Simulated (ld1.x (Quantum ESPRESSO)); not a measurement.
**Co, PAW: configuration errors across variants**

* Element: cobalt
* Generator: ld1.x (Quantum ESPRESSO) 7.5
* Type: PAW
* Functional: LDA (PZ)
* Relativity: scalar-relativistic
* Frozen core: [Ne]
* Valence charge: 17
* Reference configuration: 3s2 3p6 3d7.5 4s1.5 4p0
* Partial waves: 3s (bound): rcut 1.05, rcutus 1.10 bohr; 4s (bound): rcut 1.05, rcutus 1.10 bohr; 3p (bound): rcut 1.20, rcutus 1.65 bohr; 4p (bound, empty): rcut 1.20, rcutus 1.65 bohr; 3d (bound): rcut 1.40, rcutus 1.70 bohr; 3d channel at 1.65 Ry: rcut 1.40, rcutus 1.70 bohr
* Local potential: all-electron potential smoothed inside 1.00 bohr (lloc = -2)
* Core correction: a·sin(br)/r model core inside 0.95 bohr
* Augmentation charge: PSQ, inside the norm-conserving radii

All-electron excitation energies from the reference (eV): (1) 3s2 3p6 3d7 4s2 4p0 0.980; (2) 3s2 3p6 3d7 4s1 4p0 10.276; (3) 3s2 3p6 3d7 4s0 4p0 27.361; (4) 3s2 3p6 3d7 4s1.5 4p0 4.702; (5) 3s2 3p6 3d8 4s1 4p0 -0.258; (6) 3s2 3p6 3d8 4s0 4p0 7.685; (7) 3s2 3p6 3d7.5 4s1.5 4p0 spin -1.457; (8) 3s2 3p6 3d7 4s2 4p0 spin -1.003.

Spin tests fill each open shell by Hund’s rule, majority spin first.

The overlap operator is not positive definite (basis up to 400 Ry) in “base”, “all radii but the core radius scaled by about 0.76 (s 0.84, p 1.24, d 1.28 bohr, rcut 0.80/0.90/1.06); local potential all-electron potential smoothed inside 0.76 bohr (lloc = -2)”, “all radii but the core radius scaled by about 0.81 (s 0.88, p 1.34, d 1.38 bohr, rcut 0.84/0.96/1.12); local potential all-electron potential smoothed inside 0.80 bohr (lloc = -2)”, “all radii but the core radius scaled by about 0.90 (s 1.00, p 1.48, d 1.54 bohr, rcut 0.94/1.08/1.26); local potential all-electron potential smoothed inside 0.90 bohr (lloc = -2)”, “all radii but the core radius scaled by about 0.96 (s 1.06, p 1.58, d 1.64 bohr, rcut 1.02/1.16/1.34); local potential all-electron potential smoothed inside 0.96 bohr (lloc = -2)”. Such files are unfit for use, however small their errors in these radial tests.

Tests that are not counted but printed errors over 1 eV. “base”: 3s2 3p6 3d6 4s0 4p0 (solver errors, printed error -2732 eV). “all radii but the core radius scaled by about 0.96 (s 1.06, p 1.58, d 1.64 bohr, rcut 1.02/1.16/1.34); local potential all-electron potential smoothed inside 0.96 bohr (lloc = -2)”: 3s2 3p6 3d6 4s0 4p0 (solver errors, printed error -2806 eV).

Errors AE − PS in meV (a dash: test not solved or not reliable):

```tsv
change	(1)	(2)	(3)	(4)	(5)	(6)	(7)	(8)	bound ghosts
base	+3.1	+3.8	+3.8	+3.5	+2.4	+0.7	-1.7	+0.7	not determined (overlap not positive)
all radii but the core radius scaled by about 0.76 (s 0.84, p 1.24, d 1.28 bohr, rcut 0.80/0.90/1.06); local potential all-electron potential smoothed inside 0.76 bohr (lloc = -2)	+0.5	-0.3	-1.8	+0.2	-0.2	-0.7	-1.3	-1.6	not determined (overlap not positive)
all radii but the core radius scaled by about 0.81 (s 0.88, p 1.34, d 1.38 bohr, rcut 0.84/0.96/1.12); local potential all-electron potential smoothed inside 0.80 bohr (lloc = -2)	+2.8	+1.0	-1.5	+1.9	+1.2	+3.6	-1.2	0.0	not determined (overlap not positive)
all radii but the core radius scaled by about 0.90 (s 1.00, p 1.48, d 1.54 bohr, rcut 0.94/1.08/1.26); local potential all-electron potential smoothed inside 0.90 bohr (lloc = -2)	-15	-11	-9.7	-13	-9.8	-25	-2.0	-15	not determined (overlap not positive)
all radii but the core radius scaled by about 0.96 (s 1.06, p 1.58, d 1.64 bohr, rcut 1.02/1.16/1.34); local potential all-electron potential smoothed inside 0.96 bohr (lloc = -2)	+14	+11	+9.4	+12	+10	+19	-1.7	+9.2	not determined (overlap not positive)
all radii but the core radius scaled by about 1.12 (s 1.24, p 1.86, d 1.90 bohr, rcut 1.18/1.34/1.58); local potential all-electron potential smoothed inside 1.12 bohr (lloc = -2)	-1.0	-0.2	-0.9	-0.5	-1.1	-5.2	-2.2	-4.4	none
all radii but the core radius scaled by about 1.16 (s 1.28, p 1.92, d 1.96 bohr, rcut 1.22/1.40/1.62); local potential all-electron potential smoothed inside 1.16 bohr (lloc = -2)	-1.3	-0.4	-0.8	-0.7	-1.3	-5.9	-2.2	-4.9	none
all radii but the core radius scaled by about 1.25 (s 1.38, p 2.06, d 2.12 bohr, rcut 1.32/1.50/1.74); local potential all-electron potential smoothed inside 1.24 bohr (lloc = -2)	-1.9	-0.6	-1.0	-1.1	-1.5	-7.2	-2.4	-5.6	none
all radii but the core radius scaled by about 1.40 (s 1.54, p 2.30, d 2.38 bohr, rcut 1.46/1.68/1.96); local potential all-electron potential smoothed inside 1.40 bohr (lloc = -2)	–	–	–	–	–	–	–	–	none
```

(1) Give the same row for: all radii but the core radius scaled by about 1.31 (s 1.44, p 2.16, d 2.22 bohr, rcut 1.38/1.58/1.84); local potential all-electron potential smoothed inside 1.32 bohr (lloc = -2).

## Answers

(1) -2.5, -0.6, -1.0, -1.6, -1.8, -9.1, -2.6, -6.5; bound ghosts: none.
